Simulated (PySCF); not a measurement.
# Steps of a relaxation of Tl2

Tl2 (singlet). PySCF 2.14.0, RKS B3LYP, Tl def2-SVP with ECP60; non-relativistic Hamiltonian with scalar-relativistic core potentials where named; density fitting; no spin-orbit coupling. Origin of the start: template. Columns: position (Å) and force (eV/Å). Energies are counted from the last step; some of the 5 steps are shown. Forces carry noise of the integration grid, about 0.01 to 0.03 eV/Å.

Run from Python with OMP_NUM_THREADS=2. Where DIIS fails, smearing, a level shift and second-order steps follow.
It took 4.3 s on 2 threads of Arm Neoverse V1 (shared host), from the converged density of the start.

```xyz
2
step 0  E = 0.126 eV
Tl    0.0000    0.0000    1.5750     0.00    0.00    0.88
Tl    0.0000    0.0000   -1.5750     0.00    0.00   -0.88
```

```xyz
2
step 1  E = 0.055 eV
Tl    0.0000    0.0000    1.6260     0.00    0.00    0.53
Tl    0.0000    0.0000   -1.6260     0.00    0.00   -0.53
```

```xyz
2
step 3  E = 0.000 eV
Tl    0.0000    0.0000    1.7318     0.00    0.00    0.04
Tl    0.0000    0.0000   -1.7318     0.00    0.00   -0.04
```

Q: Where does the relaxation end?

A: It converges at step 4 in D∞h:
```xyz
2
step 4  E = 0
Tl    0.0000    0.0000    1.7411
Tl    0.0000    0.0000   -1.7411
```

No frequency check is given that shows the relaxed geometry to be a minimum.
